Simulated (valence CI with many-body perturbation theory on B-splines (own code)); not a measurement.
# E1 transitions of Ru³¹⁺

Calculated by relativistic CI+MBPT: three valence electrons over a frozen Dirac-Fock core [Ne], radial functions for each j: 11 s, 11 p, 10 d, 8 f, 5 g, 2 h, with the one-electron correlation potential Σ1 (screened to all orders), the two-electron term Σ2, the three-electron term Σ3, Breit, model QED; selected single and double excitations, second order for the rest, scaled by the run's own slope (own B-spline code, finite nucleus).

No measured spectrum was set against this ion. As an estimate, large intervals hold to a few tenths of a per cent, small ones and those within an open d or f shell to about a per cent.

Lines 201 to 250 of 577 in falling wavelength, among levels below 887.31 eV, chosen from the strongest by gf and those to the six lowest levels. Wavelengths and rates use the calculated energies. Electric multipoles are in the length gauge with retardation, E1 and E2 with the static RPA response of the core. Weak lines are less certain than strong ones. Lines between different terms over intervals too small for the method are left out, as are lines whose strength nearly cancels. Where a level lies close to another of its J and parity, the split of strength between their lines is uncertain. The highest levels of a list are the least certain.

Names give the largest LS component (configuration and term), which can be under half, so a name can repeat, a term be missing and a line seem to break the LS rules; names also repeat where a configuration has a term twice. Letters in brackets count levels of one name in rising energy.

```tsv
λ vac (nm)	Upper	Lower	A (s⁻¹)	log gf	Branch %
10.64	3p²3d ²F_7/2 [a]	3s3p3d ⁴F°_5/2 [a]	3.09e+10	-0.38	60.8
10.64	3p3d² ⁴D°_7/2 [b]	3s3d² ⁴F_5/2 [a]	4.76e+10	-0.19	23.6
10.62	3p3d² ²G°_7/2	3p²3d ²G_7/2	1.45e+10	-0.71	11.7
10.61	3d³ ⁴F_7/2	3p3d² ⁴D°_5/2 [a]	5.16e+10	-0.16	22.9
10.61	3p3d² ⁴D°_3/2 [b]	3s3d² ⁴F_5/2 [b]	2.91e+10	-0.71	12.0
10.60	3s²3d ²D_3/2	3s²3p ²P°_3/2	2.06e+10	-0.86	11.5
10.60	3p3d² ²P°_3/2 [b]	3p²3d ²D_5/2 [c]	4.55e+10	-0.51	26.7
10.59	3p3d² ²D°_5/2 [a]	3p²3d ²F_7/2 [a]	1.08e+10	-0.96	13.8
10.59	3p³ ²P°_1/2	3s3p² ²D_3/2	7.06e+10	-0.62	74.9
10.58	3p²3d ²D_5/2 [a]	3s3p3d ⁴D°_3/2	1.69e+10	-0.77	10.8
10.57	3p²3d ⁴P_3/2	3s3p3d ⁴D°_3/2	1.70e+10	-0.94	9.1
10.57	3p²3d ²F_7/2 [b]	3s3p3d ²D°_5/2 [a]	2.99e+10	-0.40	16.4
10.56	3d³ ²H_11/2	3p3d² ²H°_11/2	3.37e+10	-0.17	24.2
10.56	3d³ ⁴F_9/2	3p3d² ⁴D°_7/2 [b]	3.84e+10	-0.19	18.3
10.54	3d³ ⁴P_1/2	3p3d² ⁴D°_3/2 [b]	3.25e+10	-0.97	11.8
10.54	3p²3d ²F_5/2 [c]	3s3p3d ²D°_5/2 [b]	6.18e+10	-0.21	22.1
10.54	3s3d² ⁴F_5/2 [b]	3s3p3d ⁴P°_3/2	3.07e+10	-0.51	17.5
10.54	3p3d² ²D°_5/2 [a]	3p²3d ²P_3/2 [a]	1.43e+10	-0.84	18.4
10.52	3p3d² ⁴G°_7/2	3p²3d ²F_5/2 [a]	1.76e+10	-0.63	34.6
10.51	3d³ ²F_7/2	3p3d² ²F°_7/2 [b]	2.37e+10	-0.50	12.1
10.51	3s3p3d ⁴F°_7/2	3s3p² ⁴P_5/2	1.48e+10	-0.71	87.0
10.51	3d³ ²D_3/2 [a]	3p3d² ⁴S°_3/2	1.75e+10	-0.94	7.3
10.50	3s3d² ⁴F_5/2 [b]	3s3p3d ⁴D°_5/2	2.05e+10	-0.69	11.7
10.49	3s3p3d ²P°_1/2 [a]	3s3p² ²S_1/2	3.48e+10	-0.94	20.1
10.49	3p3d² ²D°_5/2 [b]	3p²3d ²D_5/2 [b]	5.04e+10	-0.30	19.3
10.49	3p3d² ⁴D°_3/2 [b]	3s3d² ⁴F_3/2 [b]	2.78e+10	-0.74	11.5
10.49	3p3d² ²F°_7/2 [a]	3p²3d ²F_7/2 [b]	1.48e+10	-0.71	8.6
10.49	3p³ ²P°_3/2 [a]	3s3p² ⁴P_1/2	1.66e+10	-0.96	31.9
10.48	3s3p3d ²D°_3/2 [a]	3s3p² ²P_1/2	4.61e+10	-0.52	28.0
10.48	3s3p3d ²P°_3/2 [a]	3s3p² ²D_5/2	4.51e+10	-0.53	68.0
10.48	3p3d² ⁴D°_7/2 [a]	3p²3d ⁴P_5/2	2.06e+10	-0.57	15.8
10.46	3p3d² ²P°_1/2 [c]	3p²3d ²S_1/2	3.55e+10	-0.93	16.9
10.44	3d³ ²P_3/2	3p3d² ²P°_1/2 [c]	2.93e+10	-0.72	14.0
10.44	3p²3d ²F_5/2 [c]	3s3p3d ²P°_3/2 [b]	3.46e+10	-0.47	12.3
10.44	3p²3d ²P_3/2 [a]	3s3p3d ⁴F°_3/2	3.07e+10	-0.70	32.6
10.43	3p²3d ²D_3/2 [b]	3s3p3d ²F°_5/2 [b]	8.13e+10	-0.28	30.7
10.43	3p3d² ²P°_3/2 [c]	3p²3d ²F_5/2 [c]	4.01e+10	-0.58	13.7
10.42	3p3d² ²P°_1/2 [b]	3s3d² ⁴F_3/2 [a]	3.88e+10	-0.90	20.5
10.41	3p3d² ²D°_3/2 [b]	3p²3d ²P_3/2 [b]	4.73e+10	-0.51	19.6
10.41	3d³ ⁴F_7/2	3p3d² ⁴F°_7/2	2.83e+10	-0.43	12.6
10.41	3p²3d ⁴D_3/2	3p³ ⁴S°_3/2	2.95e+10	-0.72	26.0
10.41	3d³ ²D_3/2 [a]	3p3d² ²F°_5/2 [b]	2.67e+10	-0.76	11.1
10.40	3p3d² ²F°_5/2 [c]	3s3d² ²D_3/2	1.70e+10	-0.78	8.3
10.38	3d³ ²P_3/2	3p3d² ²D°_3/2 [b]	1.80e+10	-0.93	8.6
10.38	3d³ ²D_5/2 [b]	3p3d² ²F°_7/2 [c]	3.54e+10	-0.46	16.1
10.37	3p3d² ⁴D°_7/2 [c]	3p²3d ⁴F_9/2 [b]	8.44e+09	-0.96	4.9
10.37	3s3p3d ⁴D°_3/2	3s3p² ⁴P_5/2	6.64e+08	-2.37	0.5
10.36	3d³ ⁴P_5/2	3p3d² ⁴P°_5/2	1.30e+10	-0.90	5.1
10.36	3s3p3d ⁴F°_5/2 [b]	3s3p² ⁴P_3/2	1.20e+10	-0.94	51.5
10.36	3p²3d ⁴D_3/2	3s3p3d ⁴F°_5/2 [b]	3.02e+10	-0.71	26.6
```
